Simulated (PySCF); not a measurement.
**Electron correlation in Te (tellurium, neutral)**

[Kr] 4d10 5s2 5p4, high-spin 3P determinant. Computed with PySCF 2.14 in ANO-RCC-VTZP (7s6p4d2f1g, 68 functions), with scalar relativity by spin-free X2C-1e. Frozen: [Ar] 3d10; 24 electrons correlated.

```
  level  correlation energy (mhartree)
   CCSD                        -657.50
    (T)                         -14.40
CCSD(T)                        -671.90
```

Diagnostics: T1 = 0.0071, D1 = 0.0360, largest double amplitude 0.052.

Q: Is a single reference adequate?

A: Yes, within this model without spin-orbit coupling: T1 lies below 0.03 and no double amplitude reaches 0.07.
